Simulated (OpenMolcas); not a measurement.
4f ions of charge +4 along the row

| Quantity | Value |
| --- | --- |
| Program | OpenMolcas |
| Method | SS-CASPT2, IPEA 0.25 Eh, imaginary shift 0.1 Eh |
| Basis | ANO-R2 |
| Scalar Hamiltonian | X2C, finite nucleus |
| Spin-orbit coupling | state interaction with AMFI integrals over the reference wave functions, term energies averaged over their components |

Active space: the 4f shell; CASPT2 also correlates the outermost closed s and p core shells.

ζ = ±2S·A comes from the whole width of the ground multiplet by E(J) = (A/2) J(J+1), where its levels are at least 85 % pure. Energies in cm-1.

```
 Ion  Configuration  Lowest level  Weight (%)      g  g, pure LS  Next level     E  E measured     ζ  ζ measured
Nd4+            4f2           3H4          97  0.807       0.800         3H5  2980        2834  1105        1044
Pm4+            4f3       4I* 9/2          97  0.733       0.727    4I* 11/2  2580              1254            
Sm4+            4f4           5I4          97  0.605       0.599         5I5  2050              1390            
Eu4+            4f5       6H* 5/2          95  0.298       0.284     6H* 7/2  1425              1584            
Gd4+            4f6           7F0          92                            7F1   529              1911            
Dy4+            4f8           7F6          95  1.493       1.501         7F5  2560              2005            
Ho4+            4f9      6H* 15/2          93  1.325       1.334    6H* 13/2  4280              2296            
Er4+           4f10           5I8          93  1.242       1.251         5I7  6120              2442            
Tm4+           4f11      4I* 15/2          97  1.197       1.200    4I* 13/2  7730                              
Yb4+           4f12           3H6          99  1.166       1.167  3F4 [61 %]  6460        6112
```

Measured columns use the levels in the list in Carvajal Gallego et al., Mon. Not. R. Astron. Soc. 518, 332 (2023) (Nd4+); the list in Tchang-Brillet, Wyart, Meftah and Ait Mammar, Atoms 6, 52 (2018) (Yb4+).

The computed ζ goes from 1105 (Nd4+) to 2442 cm-1 (Er4+), a factor of 2.21, rising at every step.

CASPT2 breaks the degeneracy within a term, and the mean is taken; among the low terms the widest spread is 600 cm-1 (4f11 4I*, Tm4+). The CASPT2 spread within a term exceeds the gap to the next term for 4f3 2K* and 4f3 4G*, 4f3 4D* and 4f3 2L*, so the order of their levels is uncertain (figures for Pm4+; the like holds for Sm4+, Er4+). Some terms miss by over 15 % even with CASPT2, which points to a basis or an active space too small for the shells correlated (holds for Nd4+). High states are left out of the spin-orbit mixing, which shifts the levels that they would mix with (holds for Pm4+; Sm4+; Eu4+; Gd4+; Dy4+; Ho4+; Er4+; Tm4+). Terms from blocks run as CI alone lack orbitals of their own (holds for Gd4+). Some high roots are left out of the spin-orbit mixing, which shifts the levels that they would mix with (holds for Yb4+). Measured partners are found by configuration, term and J. A level has none where our copy of the source lacks it or the pairing is in doubt (some pairs that miss far off the trend of their configuration count as doubtful), and it then counts in no deviation. Only configurations of the active space appear.

A share in square brackets marks a mixed level and gives the weight of the term that names it, the lowest over the columns. * marks odd parity.
